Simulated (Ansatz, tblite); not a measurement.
Forces on `C[Si](C)(C)C#Cc1ccc(-c2ccc(-c3ccc(-c4ccc(C#C[Si](C)(C)C)s4)s3)s2)s1` at its PBE-D4/def2-SVP geometry. The state is a singlet with charge 0.

The xTB rows come from tblite. Single mean-field runs in def2-SVP are fitted with def2-universal-jkfit.

GFN2-xTB (tblite), largest force 2.70 eV/Å:

```xyz
58
positions Å, forces eV/Å
C   -11.892   -1.433    2.438   -0.195   -0.624    0.493
Si  -11.452    0.012    1.302    0.141   -0.002   -0.031
C   -12.480   -0.058   -0.283   -0.457   -0.033   -0.676
C   -11.718    1.656    2.196   -0.129    0.705    0.393
C    -9.669   -0.121    0.834    2.598   -0.219   -0.714
C    -8.480   -0.221    0.501   -1.689    0.098    0.389
C    -7.133   -0.338    0.117    0.256   -0.240   -0.497
C    -6.595   -0.898   -1.047   -0.132    0.213    0.429
C    -5.185   -0.842   -1.096    0.075    0.147    0.284
C    -4.608   -0.240    0.027   -0.005   -0.223   -0.442
C    -3.214   -0.015    0.314    0.010    0.191    0.365
C    -2.625    0.591    1.426   -0.036   -0.148   -0.280
C    -1.214    0.637    1.364    0.013   -0.146   -0.287
C    -0.687    0.066    0.202    0.009    0.195    0.379
C     0.687   -0.067   -0.205   -0.009   -0.201   -0.376
C     1.214   -0.650   -1.361   -0.013    0.151    0.284
C     2.625   -0.600   -1.425    0.035    0.150    0.280
C     3.213    0.023   -0.321   -0.010   -0.192   -0.364
C     4.606    0.257   -0.039    0.004    0.238    0.434
C     5.181    0.891    1.068   -0.075   -0.154   -0.280
C     6.591    0.947    1.019    0.133   -0.224   -0.424
C     7.131    0.355   -0.128   -0.258    0.254    0.489
C     8.479    0.229   -0.506    1.691   -0.111   -0.379
C     9.669    0.120   -0.833   -2.598    0.231    0.711
Si   11.454   -0.027   -1.291   -0.143    0.009    0.022
C    12.219   -1.445   -0.303    0.336   -0.613    0.427
C    11.567   -0.376   -3.145    0.069   -0.155   -0.799
C    12.309    1.605   -0.867    0.381    0.700    0.185
S     5.847   -0.275   -1.152    0.080    0.157    0.282
S     1.978    0.549    0.808   -0.006   -0.149   -0.275
S    -1.980   -0.532   -0.821    0.007    0.142    0.278
S    -5.846    0.261    1.157   -0.080   -0.147   -0.287
H   -11.278   -1.416    3.361   -0.445   -0.088   -0.568
H   -11.719   -2.404    1.932   -0.146    0.582    0.407
H   -12.961   -1.384    2.735    0.715   -0.131   -0.132
H   -12.309   -1.010   -0.825   -0.174    0.648    0.284
H   -13.563    0.015   -0.049    0.683   -0.053   -0.271
H   -12.218    0.776   -0.964   -0.240   -0.574    0.379
H   -11.097    1.716    3.113   -0.437    0.047   -0.581
H   -11.449    2.512    1.545   -0.200   -0.494    0.494
H   -12.781    1.769    2.493    0.719    0.036   -0.148
H    -7.231   -1.330   -1.830    0.458    0.283    0.507
H    -4.585   -1.231   -1.931   -0.404    0.272    0.586
H    -3.215    0.991    2.263    0.404   -0.280   -0.584
H    -0.580    1.075    2.147   -0.432   -0.308   -0.554
H     0.581   -1.102   -2.137    0.432    0.319    0.548
H     3.216   -1.007   -2.258   -0.404    0.284    0.582
H     4.579    1.303    1.890    0.406   -0.291   -0.576
H     7.225    1.404    1.790   -0.457   -0.299   -0.499
H    12.134   -1.262    0.787    0.103   -0.202   -0.690
H    11.712   -2.406   -0.528    0.391    0.578    0.205
H    13.295   -1.557   -0.550   -0.700   -0.017    0.237
H    11.107    0.443   -3.734    0.321   -0.579    0.302
H    12.628   -0.471   -3.457   -0.727    0.044    0.088
H    11.047   -1.320   -3.405    0.360    0.629    0.079
H    12.222    1.830    0.215    0.108   -0.064   -0.717
H    11.859    2.448   -1.429    0.359   -0.486    0.405
H    13.389    1.557   -1.122   -0.694    0.145    0.203
```

PBE-D4/def2-SVP (Ansatz), largest force 0.02 eV/Å:

```
C 0.001 -0.006 0.006
Si -0.001 0.000 -0.001
C -0.002 0.000 -0.008
C 0.002 0.007 0.004
C 0.013 0.001 0.002
C -0.017 -0.005 -0.007
C 0.009 -0.001 0.002
C -0.005 0.005 0.005
C 0.007 0.000 0.003
C -0.004 0.000 0.000
C 0.005 -0.001 -0.003
C -0.003 -0.002 -0.003
C 0.002 -0.001 -0.003
C -0.003 -0.001 -0.001
C 0.003 0.001 0.001
C -0.002 0.001 0.002
C 0.004 0.002 0.003
C -0.005 0.002 0.003
C 0.004 0.001 -0.001
C -0.007 0.000 -0.002
C 0.006 -0.006 -0.005
C -0.010 0.004 -0.003
C 0.017 0.003 0.008
C -0.013 0.000 -0.001
Si 0.001 0.000 0.000
C 0.000 -0.007 0.004
C -0.003 -0.002 -0.008
C 0.001 0.008 0.002
S 0.005 0.001 0.006
S -0.001 -0.004 -0.006
S 0.001 0.003 0.006
S -0.005 -0.002 -0.005
H 0.001 0.001 -0.001
H 0.000 0.001 -0.001
H 0.000 0.002 -0.001
H 0.000 0.000 0.002
H 0.000 0.000 0.003
H 0.000 0.000 0.002
H 0.001 -0.001 -0.001
H 0.001 -0.001 -0.001
H 0.000 -0.002 -0.001
H 0.000 -0.001 -0.002
H 0.001 0.000 -0.001
H -0.001 0.000 0.001
H 0.000 0.001 0.001
H 0.000 -0.001 -0.001
H 0.001 0.000 -0.001
H -0.001 0.000 0.001
H 0.000 0.000 0.002
H -0.001 0.001 -0.001
H 0.000 0.001 -0.001
H 0.000 0.002 -0.002
H -0.001 0.001 0.002
H 0.000 0.000 0.002
H -0.001 0.000 0.002
H 0.000 -0.002 -0.001
H 0.000 -0.001 -0.001
H 0.000 -0.003 -0.001
```

PBE0-D4/def2-SVP (Ansatz), largest force 1.26 eV/Å:

```
C -0.006 -0.049 0.038
Si -0.152 0.012 0.040
C -0.027 -0.002 -0.056
C -0.002 0.055 0.030
C 1.193 -0.099 -0.327
C -1.216 0.085 0.307
C 0.636 -0.107 -0.276
C -0.190 0.198 0.406
C 0.193 0.187 0.351
C -0.513 -0.123 -0.186
C 0.507 0.128 0.192
C -0.203 -0.200 -0.366
C 0.181 -0.188 -0.382
C -0.499 0.096 0.240
C 0.499 -0.096 -0.240
C -0.181 0.191 0.381
C 0.203 0.206 0.363
C -0.507 -0.131 -0.190
C 0.513 0.130 0.182
C -0.192 -0.197 -0.345
C 0.191 -0.210 -0.400
C -0.637 0.117 0.271
C 1.217 -0.096 -0.301
C -1.193 0.107 0.325
Si 0.152 -0.013 -0.040
C 0.017 -0.048 0.035
C -0.003 -0.012 -0.062
C 0.021 0.057 0.016
S 0.036 0.316 0.584
S -0.017 -0.306 -0.572
S 0.018 0.298 0.576
S -0.037 -0.300 -0.592
H -0.142 0.000 -0.219
H -0.039 0.232 0.115
H 0.254 -0.007 -0.073
H -0.038 0.223 0.132
H 0.258 -0.017 -0.050
H -0.059 -0.195 0.164
H -0.144 -0.019 -0.217
H -0.061 -0.205 0.149
H 0.252 -0.031 -0.073
H 0.163 0.107 0.193
H -0.154 0.096 0.206
H 0.151 -0.098 -0.207
H -0.163 -0.108 -0.193
H 0.163 0.112 0.191
H -0.151 0.100 0.206
H 0.154 -0.102 -0.203
H -0.163 -0.113 -0.190
H 0.018 -0.039 -0.259
H 0.117 0.229 0.050
H -0.257 0.031 0.055
H 0.106 -0.190 0.144
H -0.251 0.024 0.079
H 0.120 0.222 0.067
H 0.019 -0.058 -0.255
H 0.103 -0.202 0.130
H -0.257 0.006 0.058
```
